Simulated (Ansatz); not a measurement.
Steps of a relaxation of ClGaH4OSSi, SMILES `S[SiH](Cl)[O][GaH2]` with RKS PBE0-D4/def2-TZVP.

```sh
$ ansatz run in.yaml --threads 4 --pin off --events-out ev --progress --plain --max-ram 10444MiB
```

```yaml
crystal:
  periodic: [false, false, false]
  atoms:
    - {symbol: S, position_ang: [-1.054040, 1.900670, 1.315270]}
    - {symbol: Si, position_ang: [0.744020, 0.976880, 0.587610]}
    - {symbol: Cl, position_ang: [1.692800, 2.238150, -0.629260]}
    - {symbol: O, position_ang: [0.304130, -0.372610, -0.204910]}
    - {symbol: Ga, position_ang: [-0.336490, -1.683550, -1.160590]}
    - {symbol: H, position_ang: [-1.735940, 0.770340, 1.435590]}
    - {symbol: H, position_ang: [1.581190, 0.543010, 1.693550]}
    - {symbol: H, position_ang: [0.264510, -1.881600, -2.566820]}
    - {symbol: H, position_ang: [-1.460180, -2.491270, -0.470450]}
basis:
  gaussian: {orbitals: def2-TZVP}
hamiltonian: {xc: pbe0, dispersion: d4}
relax: {f_tol: 0.005, max_steps: 150}
```

Positions (Å) and forces (eV/Å) along the path, 16 of 37 steps:

```xyz
9
step=1 energy=-85711.7039 eV
S    -1.054    1.901    1.315    0.368    0.761   -0.131
Si    0.744    0.977    0.588   -1.547   -1.686   -0.006
Cl    1.693    2.238   -0.629    0.498    0.733   -0.431
O     0.304   -0.373   -0.205    0.623    1.196    0.753
Ga   -0.336   -1.684   -1.161   -0.355   -0.515   -0.427
H    -1.736    0.770    1.436   -0.060   -0.500    0.033
H     1.581    0.543    1.694    0.464    0.125    0.283
H     0.265   -1.882   -2.567    0.145   -0.007   -0.195
H    -1.460   -2.491   -0.470   -0.137   -0.109    0.121
9
step=3 energy=-85711.8315 eV
S    -1.066    1.975    1.258   -0.074   -0.473    0.010
Si    0.682    0.942    0.586   -0.195   -0.369   -0.257
Cl    1.709    2.277   -0.594   -0.077   -0.033    0.053
O     0.283   -0.397   -0.217    0.252    0.607    0.394
Ga   -0.353   -1.720   -1.206   -0.136   -0.244   -0.182
H    -1.671    0.799    1.589    0.211    0.430   -0.062
H     1.587    0.575    1.691    0.001    0.029    0.033
H     0.319   -1.921   -2.594    0.012    0.034    0.018
H    -1.490   -2.530   -0.513    0.005    0.019   -0.006
9
step=5 energy=-85711.8551 eV
S    -1.078    1.979    1.201   -0.083   -0.140    0.032
Si    0.656    0.920    0.565    0.048    0.072    0.093
Cl    1.689    2.254   -0.603   -0.020    0.026   -0.019
O     0.288   -0.408   -0.236   -0.009   -0.157   -0.041
Ga   -0.349   -1.740   -1.239    0.019    0.044    0.026
H    -1.607    0.870    1.766    0.067    0.164   -0.048
H     1.531    0.585    1.707   -0.008   -0.018   -0.019
H     0.374   -1.929   -2.601   -0.006    0.005   -0.010
H    -1.504   -2.531   -0.559   -0.007    0.004   -0.015
9
step=9 energy=-85711.8868 eV
S    -1.141    1.876    1.028   -0.057   -0.047    0.063
Si    0.668    0.838    0.597    0.050   -0.179    0.048
Cl    1.573    2.030   -0.814   -0.009   -0.027    0.023
O     0.413   -0.649    0.051   -0.028    0.063   -0.032
Ga   -0.332   -1.675   -1.227    0.025    0.086    0.020
H    -1.554    0.955    1.924    0.057    0.065   -0.083
H     1.556    0.755    1.780   -0.050    0.041   -0.094
H     0.394   -1.662   -2.606   -0.023    0.002    0.065
H    -1.578   -2.469   -0.732    0.036   -0.003   -0.009
9
step=11 energy=-85711.8943 eV
S    -1.124    1.904    0.964   -0.017    0.033   -0.014
Si    0.667    0.801    0.608   -0.078    0.149   -0.057
Cl    1.640    1.856   -0.868   -0.066   -0.014    0.062
O     0.352   -0.700    0.154   -0.019   -0.150   -0.002
Ga   -0.342   -1.649   -1.204   -0.066   -0.115   -0.119
H    -1.565    1.040    1.901    0.061    0.022   -0.057
H     1.526    0.784    1.797    0.122   -0.017    0.111
H     0.266   -1.348   -2.617   -0.088   -0.036    0.151
H    -1.421   -2.688   -0.735    0.152    0.128   -0.074
9
step=12 energy=-85711.8942 eV rejected
S    -1.119    1.917    0.921    0.094   -0.134    0.061
Si    0.665    0.781    0.629   -0.042    0.194   -0.210
Cl    1.611    1.829   -0.872    0.038   -0.047    0.040
O     0.360   -0.732    0.197   -0.045   -0.065   -0.006
Ga   -0.336   -1.645   -1.191   -0.051   -0.023   -0.189
H    -1.553    1.060    1.862   -0.074    0.032    0.025
H     1.539    0.776    1.812    0.032    0.016    0.077
H     0.218   -1.269   -2.616   -0.096   -0.073    0.264
H    -1.387   -2.717   -0.740    0.144    0.099   -0.062
9
step=15 energy=-85711.9090 eV
S    -1.081    2.002    0.952    0.037   -0.026    0.006
Si    0.635    0.781    0.622   -0.029   -0.040   -0.007
Cl    1.643    1.746   -0.888   -0.003   -0.004   -0.002
O     0.233   -0.721    0.215   -0.009    0.034   -0.020
Ga   -0.337   -1.666   -1.209   -0.007   -0.048    0.024
H    -1.558    1.180    1.905   -0.002    0.012   -0.008
H     1.523    0.738    1.801   -0.019    0.001   -0.005
H     0.160   -1.171   -2.601   -0.034   -0.013    0.046
H    -1.218   -2.889   -0.798    0.066    0.084   -0.034
9
step=18 energy=-85711.9124 eV
S    -1.056    2.048    0.949    0.008    0.004   -0.018
Si    0.617    0.771    0.625    0.032   -0.070    0.037
Cl    1.664    1.686   -0.889   -0.018    0.008   -0.009
O     0.175   -0.725    0.232    0.002    0.039   -0.023
Ga   -0.326   -1.677   -1.212   -0.018    0.031    0.017
H    -1.560    1.253    1.911    0.006   -0.001   -0.003
H     1.503    0.712    1.805   -0.029    0.002   -0.010
H     0.075   -1.093   -2.596    0.002   -0.005    0.007
H    -1.091   -2.975   -0.826    0.016   -0.007    0.001
9
step=22 energy=-85711.9143 eV
S    -1.049    2.056    0.891    0.019   -0.011    0.027
Si    0.618    0.757    0.635    0.051   -0.003   -0.026
Cl    1.713    1.655   -0.857   -0.008   -0.008    0.003
O     0.177   -0.735    0.232    0.008    0.007    0.044
Ga   -0.340   -1.675   -1.210   -0.004   -0.004   -0.034
H    -1.553    1.312    1.893   -0.015    0.004   -0.004
H     1.471    0.691    1.840   -0.044    0.019   -0.007
H    -0.072   -1.013   -2.591   -0.008   -0.002   -0.007
H    -0.966   -3.047   -0.831    0.001   -0.003    0.004
9
step=23 energy=-85711.9152 eV
S    -1.039    2.061    0.881    0.004   -0.007    0.015
Si    0.623    0.753    0.637    0.027    0.032   -0.010
Cl    1.732    1.643   -0.850   -0.005   -0.008    0.011
O     0.180   -0.738    0.234    0.009   -0.018    0.037
Ga   -0.342   -1.673   -1.209   -0.019   -0.019   -0.043
H    -1.560    1.320    1.877   -0.003    0.004   -0.008
H     1.458    0.690    1.853   -0.015    0.009   -0.007
H    -0.127   -0.991   -2.591   -0.003   -0.001    0.004
H    -0.926   -3.064   -0.832    0.005    0.006    0.001
9
step=25 energy=-85711.9160 eV
S    -1.033    2.055    0.847   -0.001   -0.009    0.004
Si    0.636    0.748    0.642    0.017    0.055    0.001
Cl    1.778    1.632   -0.823   -0.007   -0.003    0.012
O     0.208   -0.745    0.233    0.000   -0.044    0.026
Ga   -0.353   -1.667   -1.205   -0.021   -0.011   -0.052
H    -1.571    1.322    1.839    0.006    0.005   -0.012
H     1.439    0.694    1.879   -0.003    0.000   -0.011
H    -0.238   -0.951   -2.584   -0.001   -0.011    0.037
H    -0.866   -3.087   -0.828    0.009    0.018   -0.006
9
step=27 energy=-85711.9175 eV
S    -1.044    2.007    0.769    0.024   -0.018    0.013
Si    0.660    0.732    0.649   -0.040   -0.026   -0.032
Cl    1.806    1.600   -0.822    0.017   -0.004    0.007
O     0.269   -0.784    0.275    0.002    0.014   -0.031
Ga   -0.366   -1.644   -1.180    0.007    0.048    0.017
H    -1.585    1.297    1.775   -0.010    0.000    0.003
H     1.438    0.730    1.902   -0.005    0.008   -0.008
H    -0.334   -0.854   -2.522    0.000   -0.021    0.034
H    -0.844   -3.084   -0.846    0.006   -0.002   -0.003
9
step=30 energy=-85711.9180 eV
S    -1.037    1.999    0.739   -0.004    0.002   -0.002
Si    0.672    0.730    0.648    0.015   -0.004    0.012
Cl    1.854    1.594   -0.796   -0.008    0.000   -0.002
O     0.293   -0.787    0.272   -0.020   -0.009   -0.015
Ga   -0.389   -1.633   -1.168    0.061   -0.015    0.005
H    -1.597    1.283    1.731    0.002    0.004   -0.003
H     1.426    0.737    1.917   -0.009   -0.005   -0.006
H    -0.427   -0.822   -2.495   -0.022    0.005    0.009
H    -0.795   -3.100   -0.848   -0.016    0.021    0.002
9
step=33 energy=-85711.9186 eV
S    -1.034    1.997    0.721    0.001   -0.002   -0.001
Si    0.674    0.725    0.651   -0.004    0.004    0.002
Cl    1.862    1.579   -0.794    0.003    0.002    0.000
O     0.299   -0.795    0.280    0.001   -0.003   -0.002
Ga   -0.381   -1.632   -1.165   -0.002   -0.004    0.000
H    -1.600    1.293    1.718    0.001    0.002    0.000
H     1.418    0.738    1.924    0.001    0.001    0.000
H    -0.471   -0.798   -2.475   -0.001    0.001    0.001
H    -0.768   -3.107   -0.860    0.001    0.001   -0.001
9
step=35 energy=-85711.9187 eV
S    -1.031    1.994    0.703   -0.001   -0.003    0.002
Si    0.678    0.721    0.652    0.003    0.015    0.003
Cl    1.879    1.572   -0.784    0.000    0.000    0.000
O     0.306   -0.799    0.281    0.003   -0.006    0.005
Ga   -0.385   -1.630   -1.162   -0.009   -0.012   -0.014
H    -1.602    1.298    1.704    0.001    0.003   -0.001
H     1.410    0.739    1.932    0.000    0.000    0.002
H    -0.516   -0.780   -2.458    0.001   -0.005    0.007
H    -0.739   -3.116   -0.868    0.002    0.009   -0.003
9
step=37 energy=-85711.9187 eV
S    -1.031    1.993    0.695    0.000   -0.001    0.000
Si    0.678    0.720    0.652    0.002    0.002    0.001
Cl    1.885    1.569   -0.781   -0.001    0.000    0.000
O     0.310   -0.802    0.281   -0.001   -0.001    0.001
Ga   -0.387   -1.630   -1.161    0.000   -0.001   -0.002
H    -1.600    1.305    1.703    0.000    0.001   -0.001
H     1.405    0.739    1.935    0.000    0.000    0.000
H    -0.533   -0.775   -2.451    0.000    0.000    0.000
H    -0.727   -3.120   -0.873    0.000    0.000    0.000
```

It took 3 min on 4 threads of an Arm Neoverse V2 on a shared host, with 0.77 GiB of host memory at the peak.
